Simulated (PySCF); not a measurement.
PySCF input file for AlClH₄O₂Si, SMILES [OH][Al]([Cl])[O][SiH3], PBE-D3(BJ)/def2-SVP. Geometry: PBE-D3(BJ)/def2-SVP. The structure was generated by enumeration; whether it is a known compound was not checked. Other conformers were not sampled.

```python
import numpy as np
from pyscf import gto, scf, dft, df
from pyscf.hessian import thermo

mol = gto.M(
    atom='''
    Al    0.45908721   -0.67782278    0.00000000
    Cl   -1.31712838   -1.79155373    0.00000000
    O     1.92110679   -1.55434493    0.00000000
    H     2.78194398   -1.10691952    0.00000000
    O     0.42305508    1.02311129   -0.00000000
    Si   -0.26456610    2.54169851   -0.00000000
    H     0.17964397    3.29460196   -1.22427367
    H     0.17964397    3.29460196    1.22427367
    H    -1.76755268    2.45191503   -0.00000000
    ''',
    basis='def2-SVP',
    charge=0,
    spin=0,
    max_memory=1600,
    verbose=3,
)
mf = dft.RKS(mol, xc='pbe').density_fit(auxbasis='def2-universal-jkfit')
mf.disp = 'd3bj'
mf.grids.level = 3
mf.conv_tol = 1e-11
mf.max_cycle = 100
mf.kernel()

# [left out here: the lines that compute and print the analytic Hessian (its translational invariance restored by hand, since the grid's response is missing), thermochemistry and intensities]
```

Output:

```
converged SCF energy = -1144.11986969847

WARN: DFTD3 does not support analytical Hessian, using finite difference


WARN: Mole.unit (angstrom) is changed to Bohr

Mode                                 0                   1                   2
Irrep
Freq [cm^-1]                       12.0306             37.1021             61.6807
Reduced mass [au]                   1.0454              5.9828              5.6548
Force const [Dyne/A]                0.0001              0.0049              0.0127
Char temp [K]                      17.3094             53.3816             88.7448
Normal mode                   x     y     z       x     y     z       x     y     z
       0  Al                -0.00 -0.00  0.00   -0.04 -0.00  0.00    0.00  0.00  0.04
       1  Cl                 0.00 -0.00 -0.02    0.01 -0.09  0.00   -0.00  0.00 -0.01
       2   O                 0.00  0.00  0.03   -0.01  0.06 -0.00    0.00 -0.00 -0.09
       3   H                -0.00  0.00  0.05   -0.02  0.09 -0.00    0.00 -0.00 -0.07
       4   O                -0.00 -0.00 -0.00   -0.11 -0.01  0.00    0.00  0.00  0.19
       5  Si                 0.00  0.00  0.00    0.08  0.07 -0.00   -0.00 -0.00 -0.06
       6   H                -0.45 -0.19 -0.27    0.16  0.02  0.00    0.04 -0.17 -0.15
       7   H                 0.45  0.19 -0.27    0.16  0.02 -0.00   -0.04  0.17 -0.15
       8   H                 0.00  0.00  0.57    0.06  0.25 -0.00   -0.00 -0.00 -0.11
Mode                                 3                   4                   5
Irrep
Freq [cm^-1]                      184.7880            211.9192            247.1981
Reduced mass [au]                   7.7241              6.5028              9.5855
Force const [Dyne/A]                0.1554              0.1721              0.3451
Char temp [K]                     265.8688            304.9045            355.6630
Normal mode                   x     y     z       x     y     z       x     y     z
       0  Al                -0.02  0.06  0.00    0.06 -0.02 -0.00   -0.00  0.00 -0.16
       1  Cl                 0.05 -0.05 -0.00    0.03  0.05  0.00   -0.00  0.00  0.04
       2   O                -0.12 -0.11  0.00    0.00 -0.11  0.00   -0.00  0.00  0.07
       3   H                -0.04 -0.26  0.00    0.08 -0.26  0.00   -0.00  0.00  0.24
       4   O                 0.07  0.07  0.00   -0.15 -0.03 -0.00    0.00  0.00  0.09
       5  Si                -0.02  0.04 -0.00   -0.02  0.03  0.00   -0.00 -0.00  0.01
       6   H                -0.06  0.06 -0.00    0.04 -0.00  0.00    0.02 -0.06 -0.02
       7   H                -0.06  0.06  0.00    0.04 -0.00 -0.00   -0.02  0.06 -0.02
       8   H                -0.01 -0.05  0.00   -0.03  0.17 -0.00   -0.00 -0.00 -0.02
Mode                                 6                   7                   8
Irrep
Freq [cm^-1]                      333.2357            432.3718            565.1544
Reduced mass [au]                   1.1467             13.1414              1.6886
Force const [Dyne/A]                0.0750              1.4475              0.3178
Char temp [K]                     479.4520            622.0867            813.1314
Normal mode                   x     y     z       x     y     z       x     y     z
       0  Al                 0.00  0.00 -0.02    0.06 -0.02  0.00    0.05  0.06 -0.00
       1  Cl                 0.00  0.00 -0.00   -0.09 -0.05 -0.00   -0.04 -0.03  0.00
       2   O                -0.00 -0.00  0.08    0.10 -0.06  0.00   -0.02  0.09 -0.00
       3   H                -0.00 -0.00 -0.93    0.08 -0.01  0.00    0.35 -0.67 -0.00
       4   O                 0.00  0.00  0.02    0.04  0.05  0.00   -0.02  0.00 -0.00
       5  Si                -0.00 -0.00  0.00   -0.03  0.08 -0.00    0.02 -0.04  0.00
       6   H                 0.01 -0.02 -0.01   -0.06  0.11  0.00    0.04 -0.06 -0.00
       7   H                -0.01  0.02 -0.01   -0.06  0.11 -0.00    0.04 -0.06  0.00
       8   H                -0.00 -0.00 -0.01   -0.02  0.02  0.00    0.01 -0.01 -0.00
Mode                                 9                  10                  11
Irrep
Freq [cm^-1]                      655.4677            706.0461            711.4916
Reduced mass [au]                   3.1869              1.2472              1.1861
Force const [Dyne/A]                0.8067              0.3663              0.3538
Char temp [K]                     943.0721           1015.8431           1023.6781
Normal mode                   x     y     z       x     y     z       x     y     z
       0  Al                -0.05 -0.12  0.00   -0.01 -0.02 -0.00    0.00  0.00 -0.00
       1  Cl                 0.03  0.02 -0.00    0.01  0.00  0.00   -0.00 -0.00 -0.00
       2   O                -0.01  0.06  0.00   -0.00  0.01 -0.00    0.00 -0.00 -0.00
       3   H                 0.22 -0.41 -0.00    0.03 -0.05  0.00   -0.00  0.00  0.01
       4   O                 0.04 -0.01  0.00    0.08  0.01 -0.00   -0.00 -0.00 -0.06
       5  Si                -0.01  0.06 -0.00   -0.06 -0.01  0.00    0.00  0.00  0.06
       6   H                -0.12  0.15  0.01    0.27 -0.22 -0.01    0.26 -0.55 -0.19
       7   H                -0.12  0.15 -0.01    0.27 -0.22  0.01   -0.26  0.55 -0.19
       8   H                -0.01 -0.06  0.00   -0.10  0.73 -0.00    0.00 -0.00 -0.16
Mode                                12                  13                  14
Irrep
Freq [cm^-1]                      881.9013            915.0993            917.6303
Reduced mass [au]                   7.1369              1.0497              1.0517
Force const [Dyne/A]                3.2704              0.5179              0.5218
Char temp [K]                    1268.8597           1316.6241           1320.2657
Normal mode                   x     y     z       x     y     z       x     y     z
       0  Al                -0.12  0.04  0.00   -0.00 -0.00  0.00   -0.01  0.00 -0.00
       1  Cl                 0.01  0.01  0.00    0.00 -0.00 -0.00    0.00  0.00 -0.00
       2   O                 0.15 -0.07  0.00   -0.00  0.00 -0.00    0.01 -0.00 -0.00
       3   H                 0.22 -0.19 -0.00    0.00 -0.00  0.00    0.01 -0.01 -0.00
       4   O                -0.01  0.04  0.00    0.00 -0.00 -0.00    0.00  0.00 -0.00
       5  Si                 0.01 -0.02 -0.00   -0.00  0.00  0.04   -0.04 -0.01 -0.00
       6   H                 0.01 -0.07 -0.03   -0.41  0.02 -0.12    0.47  0.30  0.37
       7   H                 0.01 -0.07  0.03    0.41 -0.02 -0.12    0.47  0.30 -0.37
       8   H                 0.01 -0.03 -0.00    0.00 -0.00 -0.76   -0.00 -0.24  0.00
Mode                                15                  16                  17
Irrep
Freq [cm^-1]                      963.4282           1093.8913           2159.3506
Reduced mass [au]                   1.1787             10.2524              1.0328
Force const [Dyne/A]                0.6446              7.2281              2.8374
Char temp [K]                    1386.1587           1573.8661           3106.8248
Normal mode                   x     y     z       x     y     z       x     y     z
       0  Al                -0.00  0.01 -0.00    0.01 -0.07  0.00    0.00  0.00 -0.00
       1  Cl                -0.00 -0.00 -0.00    0.00  0.00  0.00   -0.00 -0.00  0.00
       2   O                 0.01 -0.01 -0.00   -0.02  0.01 -0.00    0.00 -0.00  0.00
       3   H                -0.01  0.02  0.00   -0.03  0.02 -0.00   -0.00  0.00 -0.00
       4   O                -0.01  0.03 -0.00   -0.05  0.21  0.00    0.00 -0.00  0.00
       5  Si                 0.03 -0.06  0.00    0.02 -0.05 -0.00    0.03 -0.00 -0.00
       6   H                -0.28  0.42  0.18    0.07 -0.10 -0.03    0.06  0.09 -0.14
       7   H                -0.28  0.42 -0.18    0.07 -0.10  0.03    0.06  0.09  0.14
       8   H                -0.01  0.52 -0.00    0.01 -0.10  0.00   -0.95 -0.06 -0.00
Mode                                18                  19                  20
Irrep
Freq [cm^-1]                     2166.1250           2166.5265           3811.4420
Reduced mass [au]                   1.0375              1.0519              1.0676
Force const [Dyne/A]                2.8682              2.9091              9.1377
Char temp [K]                    3116.5716           3117.1492           5483.8165
Normal mode                   x     y     z       x     y     z       x     y     z
       0  Al                -0.00  0.00 -0.00   -0.00  0.00  0.00    0.00 -0.00 -0.00
       1  Cl                -0.00 -0.00  0.00   -0.00 -0.00 -0.00    0.00  0.00  0.00
       2   O                 0.00 -0.00  0.00    0.00 -0.00 -0.00   -0.06 -0.03 -0.00
       3   H                 0.00  0.00 -0.00    0.00  0.00  0.00    0.87  0.43 -0.00
       4   O                 0.00 -0.00  0.00    0.00 -0.00 -0.00    0.00 -0.00  0.00
       5  Si                -0.02 -0.02 -0.00   -0.00 -0.00  0.04   -0.00  0.00  0.00
       6   H                 0.19  0.33 -0.56    0.21  0.35 -0.56   -0.00 -0.00  0.00
       7   H                 0.19  0.33  0.56   -0.21 -0.35 -0.56   -0.00 -0.00 -0.00
       8   H                 0.23  0.01 -0.00    0.00  0.00  0.02    0.00 -0.00  0.00
temperature 298.1500 [K]
pressure 101325.00 [Pa]
Rotational constants [GHz] 3.49233 1.28075 0.94771
Symmetry number 1
Zero-point energy (ZPE) 0.04382 [Eh]   115044.154 [J/mol]
                           tot       elec      trans        rot        vib
Entropy [J/mol/K]       405.011      0.000    169.116    120.158    115.737
Cv [J/mol/K]            109.686      0.000     12.472     12.472     84.742
Cp [J/mol/K]            118.000      0.000     20.786     12.472     84.742
Internal energy [J/mol]                      3718.434   3718.434 129813.891
Internal energy [Eh]   -1144.06759  -1144.11987
Enthalpy [J/mol]                             6197.391   3718.434 129813.891
Enthalpy [Eh]          -1144.06665
Gibbs free energy [J/mol]                  -44224.667 -32106.635  95307.020
Gibbs free energy [Eh] -1144.11264
mode   freq/cm-1   IR/(km/mol)
   1       12.03         0.061
   2       37.10         0.782
   3       61.68         0.004
   4      184.79         4.793
   5      211.92        29.318
   6      247.20        29.919
   7      333.24       130.634
   8      432.37         8.654
   9      565.15       134.488
  10      655.47       141.727
  11      706.05        67.183
  12      711.49        54.123
  13      881.90        75.885
  14      915.10        69.415
  15      917.63        76.506
  16      963.43       375.361
  17     1093.89       440.231
  18     2159.35        96.251
  19     2166.12       124.841
  20     2166.53       145.878
  21     3811.44        88.753
max |gradient| / (hartree/bohr): 9.872203674589458e-05
APT charges: [ 1.6428 -0.497  -0.8083  0.299  -1.2511  1.45   -0.28   -0.28   -0.2753]
```

Self-consistency was reached.
